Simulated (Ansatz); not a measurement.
Start from `[CH3][Zn][CH2]Cl` and change one atom or group to get `B[CH2][Zn][CH3]`.

Ansatz, PBE0-D4/def2-TZVP geometries, multiplicity 1. Each molecule was computed in one conformer, which needn't be the lowest.

Scalar relativity is left out up to krypton.

| property | `[CH3][Zn][CH2]Cl` |
| --- | --- |
| HOMO energy (PBE0/def2-TZVPP) / eV | -7.05 |
| size of the dipole moment (PBE/def2-TZVPP) / D | 1.99 |
| LUMO energy (PBE0/def2-TZVPP) / eV | -0.39 |
| LUMO energy (ωB97M-V/def2-TZVPP) / eV | 0.96 |
| HOMO energy (PBE/def2-TZVPP) / eV | -5.86 |
| size of the dipole moment (B3LYP/def2-TZVPP) / D | 2.11 |

Give the same properties after the change, and the shifts. (Estimate.)

Ansatz gave: 
```json
{"property": "HOMO energy (PBE0/def2-TZVPP) / eV", "`B[CH2][Zn][CH3]`": "-7.48", "shift": "-0.43"}
{"property": "size of the dipole moment (PBE/def2-TZVPP) / D", "`B[CH2][Zn][CH3]`": "2.09", "shift": "0.10"}
{"property": "LUMO energy (PBE0/def2-TZVPP) / eV", "`B[CH2][Zn][CH3]`": "-1.12", "shift": "-0.73"}
{"property": "LUMO energy (ωB97M-V/def2-TZVPP) / eV", "`B[CH2][Zn][CH3]`": "0.53", "shift": "-0.43"}
{"property": "HOMO energy (PBE/def2-TZVPP) / eV", "`B[CH2][Zn][CH3]`": "-6.43", "shift": "-0.57"}
{"property": "size of the dipole moment (B3LYP/def2-TZVPP) / D", "`B[CH2][Zn][CH3]`": "1.96", "shift": "-0.15"}
```

With PBE0 the HOMO falls by 0.43 eV and the LUMO falls by 0.73 eV, so the gap narrows by about 0.30 eV. PBE moves the HOMO by -0.57 eV and ωB97M-V by -0.38 eV. Dipoles are sizes alone; their direction can turn.

B3LYP here is the variant with VWN-RPA as its local correlation; programs differ in this.
